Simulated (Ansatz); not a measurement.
AlClH$_{6}$SSi$_{2}$, 11 atoms. Total charge 0; spin multiplicity 1. The bonds changed during the relaxation, so this is another structure than the one it started from. All runs use 4 threads of a server CPU on a shared host. Correlated methods freeze the cores.

Q: How many basis functions does each run have, and how long does it take in Ansatz? RKS ωB97M-V/def2-QZVPP energy; RKS CAM-B3LYP-D4/def2-TZVPP energy; RHF-CCSD(T)/def2-TZVPP energy; RHF-MP2/def2-QZVPP energy; RKS PBE0-D4/def2-SVP energy; RHF-CCSD(T)/def2-SVP energy; direct RPA on PBE orbitals/def2-TZVPP energy; RKS ωB97M-V/def2-SVP energy; RKS PBE0-D4/def2-TZVP frequencies; RKS PBE0-D4/def2-TZVP relaxation (7 steps); RKS LC-ωPBE/def2-TZVPP energy; RKS ωB97M-V/def2-TZVPP energy and forces. (Best estimate.)

A: Ansatz gave: Other jobs shared the machine, so times are rough.

```tsv
level	job	functions	wall time	peak host memory (GiB)
RKS PBE0-D4/def2-SVP	energy	120	0.95 s	0.28
RKS LC-ωPBE/def2-TZVPP	energy	294	2.4 s	0.77
RHF-CCSD(T)/def2-SVP	energy	120	2.8 s	0.51
RKS ωB97M-V/def2-SVP	energy	120	3.2 s	0.46
RKS CAM-B3LYP-D4/def2-TZVPP	energy	294	3.5 s	1.2
direct RPA on PBE orbitals/def2-TZVPP	energy	294	3.7 s	0.76
RKS ωB97M-V/def2-TZVPP	energy and forces	294	9 s	1.5
RKS ωB97M-V/def2-QZVPP	energy	530	18 s	3.1
RHF-MP2/def2-QZVPP	energy	530	18 s	3.7
RKS PBE0-D4/def2-TZVP	relaxation (7 steps)	221	21 s	0.79
RHF-CCSD(T)/def2-TZVPP	energy	294	54 s	8.7
RKS PBE0-D4/def2-TZVP	frequencies	221	2.1 min	0.81
```

LC-ωPBE has ω = 0.4 bohr⁻¹.
